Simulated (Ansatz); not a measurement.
CH$_{4}$GeO$_{2}$ (`O=C[O][GeH3]`) at its PBE0-D4/def2-TZVP geometry, where that method's forces vanish. The species carries charge 0 and has multiplicity 1.

```xyz
8

O     1.6164   -0.0161   -0.8400
C     1.4509    0.1292    0.3424
O     0.2766    0.1393    0.9402
Ge   -1.1406   -0.0937   -0.2095
H     2.2725    0.2707    1.0611
H    -1.0099   -1.4650   -0.8714
H    -1.1577    1.0681   -1.2024
H    -2.3082   -0.0325    0.7797
```

What forces (eV/Å) does r2SCAN-D4/def2-TZVPP give on these atoms in Ansatz 0.2.0? (Best estimate.)

Ansatz gave: 
```
O1   0.081 -0.055 -0.459
C2   0.237  0.039  0.204
O3  -0.276  0.022  0.287
Ge4 -0.112 -0.018 -0.091
H5  -0.005  0.004  0.027
H6   0.000  0.064  0.029
H7   0.007 -0.054  0.044
H8   0.067 -0.001 -0.041
```
